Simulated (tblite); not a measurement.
Compound: C6H7Al.
Bonds: Al1–C2, C2–C3 (aromatic), C3–C4 (aromatic), C4–C5 (aromatic), C5–C6 (aromatic), C6–C7 (aromatic), C2–C7 (aromatic). Hydrogens: H8, H9 on Al1; H10 on C3; H11 on C4; H12 on C5; H13 on C6; H14 on C7.

Computed with GFN2-xTB (tblite), gas phase: L-BFGS steps from a force-field or distance-geometry start until the largest atomic force falls under 0.01 eV/Å.

Step 11: E = -474.6763 eV
```
atom  x, y, z in Å  |  force x, y, z in eV/Å
Al1     2.7140   -0.1683   -0.0131    0.000   0.021   0.017
C2      0.7448   -0.0101    0.0921    0.026  -0.009   0.014
C3     -0.0299   -1.1772    0.1033    0.018   0.015  -0.041
C4     -1.4103   -1.1209    0.0291    0.077  -0.013  -0.003
C5     -2.0409    0.1108   -0.0424   -0.038   0.010   0.004
C6     -1.3010    1.2821   -0.0372    0.107   0.018  -0.017
C7      0.0798    1.2199    0.0261    0.031  -0.034  -0.043
H8      3.5861    0.9929   -0.5791    0.011  -0.060   0.066
H9      3.4018   -1.4908    0.4218    0.050   0.018  -0.041
H10     0.4817   -2.1360    0.1596   -0.044   0.037  -0.003
H11    -1.9928   -2.0317    0.0066   -0.019   0.016   0.042
H12    -3.1163    0.1570   -0.1065   -0.091   0.009  -0.006
H13    -1.7924    2.2423   -0.1013   -0.069  -0.009   0.033
H14     0.6747    2.1295    0.0189   -0.061  -0.020  -0.023
```

Step 12: E = -474.6775 eV
```
atom  x, y, z in Å  |  force x, y, z in eV/Å
Al1     2.7177   -0.1711   -0.0136   -0.058   0.031   0.021
C2      0.7458   -0.0100    0.0883    0.030  -0.007   0.017
C3     -0.0303   -1.1763    0.1016    0.010   0.015  -0.024
C4     -1.4110   -1.1212    0.0312    0.043   0.021  -0.026
C5     -2.0425    0.1112   -0.0413   -0.021   0.011   0.001
C6     -1.3010    1.2832   -0.0357    0.045  -0.021  -0.038
C7      0.0800    1.2197    0.0239    0.006  -0.027  -0.029
H8      3.5879    0.9907   -0.5739    0.029  -0.039   0.054
H9      3.4085   -1.4905    0.4199    0.052   0.000  -0.034
H10     0.4808   -2.1344    0.1608   -0.033   0.015  -0.010
H11    -1.9948   -2.0324    0.0075    0.008   0.044   0.050
H12    -3.1193    0.1557   -0.1077   -0.039   0.018   0.006
H13    -1.7941    2.2440   -0.1011   -0.039  -0.047   0.041
H14     0.6714    2.1310    0.0182   -0.035  -0.013  -0.028
```

Step 13: E = -474.6784 eV
```
atom  x, y, z in Å  |  force x, y, z in eV/Å
Al1     2.7194   -0.1725   -0.0135   -0.069   0.022   0.026
C2      0.7472   -0.0102    0.0861    0.019   0.003   0.013
C3     -0.0302   -1.1753    0.0999    0.001   0.009  -0.007
C4     -1.4109   -1.1209    0.0321   -0.004   0.044  -0.039
C5     -2.0438    0.1117   -0.0405   -0.010   0.000  -0.006
C6     -1.3004    1.2835   -0.0354   -0.024  -0.034  -0.046
C7      0.0805    1.2191    0.0217   -0.011  -0.016  -0.016
H8      3.5896    0.9882   -0.5691    0.041  -0.018   0.043
H9      3.4141   -1.4902    0.4178    0.047  -0.007  -0.031
H10     0.4795   -2.1331    0.1613   -0.018  -0.010  -0.015
H11    -1.9960   -2.0320    0.0091    0.027   0.057   0.051
H12    -3.1221    0.1552   -0.1084    0.016   0.022   0.016
H13    -1.7961    2.2443   -0.1001   -0.007  -0.072   0.043
H14     0.6684    2.1317    0.0171   -0.008  -0.001  -0.032
```

**Question.** Estimate the geometry and energy of step 14. (The exact step hangs on the optimiser's Hessian estimate; all steps are aligned on step 13, rigid shifts and turns removed.)

**Answer.** E = -474.6795 eV, largest force 0.105 eV/Å
```
atom  x, y, z in Å  |  force x, y, z in eV/Å
Al1     2.7201   -0.1734   -0.0124   -0.046   0.000   0.027
C2      0.7488   -0.0102    0.0837   -0.005   0.008   0.008
C3     -0.0301   -1.1741    0.0978   -0.008   0.002   0.008
C4     -1.4107   -1.1198    0.0323   -0.045   0.049  -0.041
C5     -2.0456    0.1122   -0.0398    0.007  -0.001  -0.018
C6     -1.2999    1.2831   -0.0361   -0.082  -0.048  -0.045
C7      0.0809    1.2182    0.0189   -0.032   0.008  -0.005
H8      3.5925    0.9850   -0.5631    0.047   0.004   0.034
H9      3.4212   -1.4899    0.4146    0.032  -0.004  -0.028
H10     0.4776   -2.1319    0.1616   -0.003  -0.034  -0.018
H11    -1.9968   -2.0305    0.0121    0.039   0.055   0.048
H12    -3.1249    0.1552   -0.1089    0.058   0.024   0.027
H13    -1.7985    2.2431   -0.0980    0.018  -0.072   0.038
H14     0.6649    2.1325    0.0152    0.019   0.009  -0.034
```

The energy changes by -0.0011 eV. The first-order estimate −F·Δx gives -0.0015 eV and the mean of the old and new forces, exact on a quadratic surface, -0.0011 eV. The step makes an angle of 58° with the force vector and moves no atom by more than 0.008 Å.

What follows is the cost of the whole relaxation. The run took 1.0 s of wall time on one thread of an AMD EPYC 7571, shared host with 96 logical CPUs at a one-minute load of 77.
